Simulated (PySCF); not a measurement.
Basis-set dependence of population analyses: `N#C[SiH2][SiH2]N`

Compound: CH6N2Si2.
Geometry (PBE0-D3(BJ)/def2-SVP, Å), atoms numbered from 1 in this order:
```xyz
11
CH6N2Si2 angstrom
N     -1.540    2.553    0.201
C     -1.608    1.398    0.104
Si    -1.518   -0.459   -0.044
Si     0.751   -0.913    0.366
N      1.573    0.376   -0.441
H     -1.958   -0.795   -1.429
H     -2.479   -1.023    0.948
H      1.147   -2.215   -0.250
H      0.937   -1.045    1.850
H      2.578    0.346   -0.574
H      1.253    1.329   -0.301
```

PBE0 throughout (PySCF), one geometry, spherical d and f functions. One conformer (not necessarily the lowest) at the PBE0-D3(BJ)/def2-SVP geometry, without solvent, vibrations or thermal averaging. Atoms taken as equivalent share a column and are averaged. The first 7 of 8 kinds of atom are listed.

Mulliken charges (e):

```json
{"basis": "STO-3G", "functions": "39", "N1": "-0.215", "C2": "-0.135", "Si3": "+0.451", "Si4": "+0.562", "N5": "-0.587", "H6/H7": "-0.093", "H8/H9": "-0.120"}
{"basis": "6-31G", "functions": "65", "N1": "-0.294", "C2": "-0.116", "Si3": "+0.449", "Si4": "+0.639", "N5": "-1.014", "H6/H7": "-0.067", "H8/H9": "-0.112"}
{"basis": "pcSseg-0", "functions": "65", "N1": "-0.390", "C2": "-0.216", "Si3": "+0.459", "Si4": "+0.582", "N5": "-1.054", "H6/H7": "+0.020", "H8/H9": "-0.047"}
{"basis": "6-31G*", "functions": "90", "N1": "-0.280", "C2": "+0.002", "Si3": "+0.243", "Si4": "+0.449", "N5": "-0.930", "H6/H7": "-0.034", "H8/H9": "-0.074"}
{"basis": "cc-pVDZ", "functions": "108", "N1": "-0.124", "C2": "-0.155", "Si3": "+0.211", "Si4": "+0.265", "N5": "-0.308", "H6/H7": "-0.013", "H8/H9": "-0.056"}
{"basis": "def2-SVP", "functions": "108", "N1": "-0.073", "C2": "-0.254", "Si3": "+0.264", "Si4": "+0.360", "N5": "-0.417", "H6/H7": "-0.021", "H8/H9": "-0.071"}
{"basis": "aug-cc-pVDZ", "functions": "177", "N1": "-0.338", "C2": "-0.042", "Si3": "-0.321", "Si4": "-0.149", "N5": "-0.274", "H6/H7": "+0.290", "H8/H9": "+0.292"}
{"basis": "6-311+G(2d,p)", "functions": "187", "N1": "-0.255", "C2": "-0.106", "Si3": "+0.344", "Si4": "+0.463", "N5": "-0.785", "H6/H7": "-0.027", "H8/H9": "-0.053"}
{"basis": "def2-TZVP", "functions": "203", "N1": "-0.047", "C2": "-0.221", "Si3": "+0.162", "Si4": "+0.246", "N5": "-0.627", "H6/H7": "+0.014", "H8/H9": "-0.023"}
{"basis": "cc-pVTZ", "functions": "242", "N1": "-0.074", "C2": "-0.196", "Si3": "+0.197", "Si4": "+0.214", "N5": "-0.352", "H6/H7": "-0.006", "H8/H9": "-0.043"}
{"basis": "IGLO-III", "functions": "253", "N1": "-0.336", "C2": "-0.009", "Si3": "+0.509", "Si4": "+0.665", "N5": "-0.657", "H6/H7": "-0.136", "H8/H9": "-0.159"}
```

IAO charges (e):

```tsv
basis	functions	N1	C2	Si3	Si4	N5	H6/H7	H8/H9
STO-3G	39	-0.166	-0.191	+0.474	+0.613	-0.694	-0.095	-0.122
6-31G	65	-0.198	-0.126	+0.328	+0.515	-0.803	-0.043	-0.089
pcSseg-0	65	-0.196	-0.127	+0.305	+0.502	-0.773	-0.033	-0.083
6-31G*	90	-0.202	-0.147	+0.415	+0.622	-0.824	-0.077	-0.126
cc-pVDZ	108	-0.196	-0.151	+0.409	+0.617	-0.818	-0.076	-0.125
def2-SVP	108	-0.193	-0.152	+0.415	+0.626	-0.809	-0.079	-0.129
aug-cc-pVDZ	177	-0.212	-0.140	+0.411	+0.621	-0.849	-0.074	-0.122
6-311+G(2d,p)	187	-0.213	-0.147	+0.432	+0.648	-0.860	-0.081	-0.130
def2-TZVP	203	-0.210	-0.150	+0.438	+0.656	-0.858	-0.084	-0.133
cc-pVTZ	242	-0.207	-0.149	+0.427	+0.644	-0.852	-0.080	-0.130
IGLO-III	253	-0.212	-0.148	+0.436	+0.653	-0.862	-0.083	-0.131
```

Hirshfeld charges (e):

```json
{"basis": "STO-3G", "functions": "39", "N1": "-0.190", "C2": "-0.079", "Si3": "+0.330", "Si4": "+0.372", "N5": "-0.317", "H6/H7": "-0.065", "H8/H9": "-0.087"}
{"basis": "6-31G", "functions": "65", "N1": "-0.192", "C2": "-0.042", "Si3": "+0.265", "Si4": "+0.284", "N5": "-0.314", "H6/H7": "-0.048", "H8/H9": "-0.073"}
{"basis": "pcSseg-0", "functions": "65", "N1": "-0.190", "C2": "-0.046", "Si3": "+0.280", "Si4": "+0.309", "N5": "-0.315", "H6/H7": "-0.053", "H8/H9": "-0.082"}
{"basis": "6-31G*", "functions": "90", "N1": "-0.199", "C2": "-0.030", "Si3": "+0.266", "Si4": "+0.268", "N5": "-0.299", "H6/H7": "-0.053", "H8/H9": "-0.075"}
{"basis": "cc-pVDZ", "functions": "108", "N1": "-0.191", "C2": "-0.038", "Si3": "+0.277", "Si4": "+0.284", "N5": "-0.298", "H6/H7": "-0.058", "H8/H9": "-0.082"}
{"basis": "def2-SVP", "functions": "108", "N1": "-0.196", "C2": "-0.033", "Si3": "+0.282", "Si4": "+0.291", "N5": "-0.302", "H6/H7": "-0.060", "H8/H9": "-0.084"}
{"basis": "aug-cc-pVDZ", "functions": "177", "N1": "-0.205", "C2": "-0.038", "Si3": "+0.284", "Si4": "+0.295", "N5": "-0.316", "H6/H7": "-0.054", "H8/H9": "-0.076"}
{"basis": "6-311+G(2d,p)", "functions": "187", "N1": "-0.207", "C2": "-0.038", "Si3": "+0.285", "Si4": "+0.295", "N5": "-0.312", "H6/H7": "-0.054", "H8/H9": "-0.077"}
{"basis": "def2-TZVP", "functions": "203", "N1": "-0.205", "C2": "-0.035", "Si3": "+0.281", "Si4": "+0.289", "N5": "-0.312", "H6/H7": "-0.055", "H8/H9": "-0.077"}
{"basis": "cc-pVTZ", "functions": "242", "N1": "-0.202", "C2": "-0.034", "Si3": "+0.279", "Si4": "+0.290", "N5": "-0.312", "H6/H7": "-0.055", "H8/H9": "-0.078"}
{"basis": "IGLO-III", "functions": "253", "N1": "-0.210", "C2": "-0.036", "Si3": "+0.286", "Si4": "+0.293", "N5": "-0.314", "H6/H7": "-0.054", "H8/H9": "-0.076"}
```

ESP-fitted charges (e):

```csv
basis,functions,N1,C2,Si3,Si4,N5,H6/H7,H8/H9
STO-3G,39,-0.417,+0.297,-0.054,+0.745,-0.952,+0.003,-0.147
6-31G,65,-0.441,+0.317,-0.029,+0.746,-1.242,0.000,-0.145
pcSseg-0,65,-0.435,+0.284,-0.006,+0.824,-1.232,-0.005,-0.172
6-31G*,90,-0.389,+0.231,+0.065,+0.548,-1.039,-0.013,-0.111
cc-pVDZ,108,-0.372,+0.214,+0.048,+0.499,-0.911,-0.005,-0.106
def2-SVP,108,-0.384,+0.230,+0.042,+0.565,-0.955,-0.009,-0.122
aug-cc-pVDZ,177,-0.420,+0.279,+0.010,+0.539,-0.968,+0.003,-0.106
"6-311+G(2d,p)",187,-0.414,+0.264,+0.021,+0.544,-1.008,+0.002,-0.105
def2-TZVP,203,-0.412,+0.265,+0.024,+0.543,-0.990,-0.001,-0.109
cc-pVTZ,242,-0.402,+0.249,+0.040,+0.531,-0.945,-0.005,-0.111
IGLO-III,253,-0.415,+0.272,+0.012,+0.528,-0.972,+0.003,-0.104
```

Some averages cover members that differ in this geometry, most widely: H8/H9, ESP-fitted in pcSseg-0 -0.206 to -0.139; H8/H9, ESP-fitted in 6-31G -0.172 to -0.118; H8/H9, ESP-fitted in 6-311+G(2d,p) -0.131 to -0.079; H8/H9, ESP-fitted in def2-SVP -0.149 to -0.096 e.

Question: Which scheme is steadiest as the basis changes?

Answer: Largest range over the bases for any column: Hirshfeld 0.10 e, IAO 0.17 e, ESP-fitted 0.33 e, Mulliken 0.83 e. Hirshfeld charges move least and Mulliken charges most, counted in e. Without the minimal STO-3G basis the ranges are Hirshfeld 0.04, IAO 0.15, ESP-fitted 0.33, Mulliken 0.83 e.

Question: How much do the charges still move between the two largest bases, cc-pVTZ and IGLO-III?

Answer: At most, over all atoms: Mulliken 0.451 e, IAO 0.010 e, Hirshfeld 0.007 e, ESP-fitted 0.028 e.

Question: What do the same runs give for the total energy, the frontier levels and the dipole moment?

Answer: 
```json
{"basis": "STO-3G", "energy (Eh)": "-721.1742", "HOMO (eV)": "-3.94", "LUMO (eV)": "4.18", "μ (D)": "3.35"}
{"basis": "6-31G", "energy (Eh)": "-729.6363", "HOMO (eV)": "-7.26", "LUMO (eV)": "-0.36", "μ (D)": "3.29"}
{"basis": "pcSseg-0", "energy (Eh)": "-728.7410", "HOMO (eV)": "-7.35", "LUMO (eV)": "-0.67", "μ (D)": "3.44"}
{"basis": "6-31G*", "energy (Eh)": "-729.7448", "HOMO (eV)": "-7.45", "LUMO (eV)": "-0.54", "μ (D)": "3.12"}
{"basis": "cc-pVDZ", "energy (Eh)": "-729.7900", "HOMO (eV)": "-7.46", "LUMO (eV)": "-0.58", "μ (D)": "3.04"}
{"basis": "def2-SVP", "energy (Eh)": "-729.4915", "HOMO (eV)": "-7.53", "LUMO (eV)": "-0.65", "μ (D)": "3.08"}
{"basis": "aug-cc-pVDZ", "energy (Eh)": "-729.8075", "HOMO (eV)": "-7.70", "LUMO (eV)": "-0.93", "μ (D)": "3.32"}
{"basis": "6-311+G(2d,p)", "energy (Eh)": "-729.8573", "HOMO (eV)": "-7.75", "LUMO (eV)": "-1.01", "μ (D)": "3.34"}
{"basis": "def2-TZVP", "energy (Eh)": "-729.8714", "HOMO (eV)": "-7.72", "LUMO (eV)": "-0.92", "μ (D)": "3.25"}
{"basis": "cc-pVTZ", "energy (Eh)": "-729.8701", "HOMO (eV)": "-7.68", "LUMO (eV)": "-0.83", "μ (D)": "3.19"}
{"basis": "IGLO-III", "energy (Eh)": "-729.8748", "HOMO (eV)": "-7.74", "LUMO (eV)": "-0.92", "μ (D)": "3.29"}
```

The dipole is fixed by the density alone, so its range of 0.40 D shows that the density itself changes with the basis, not only its division among atoms.
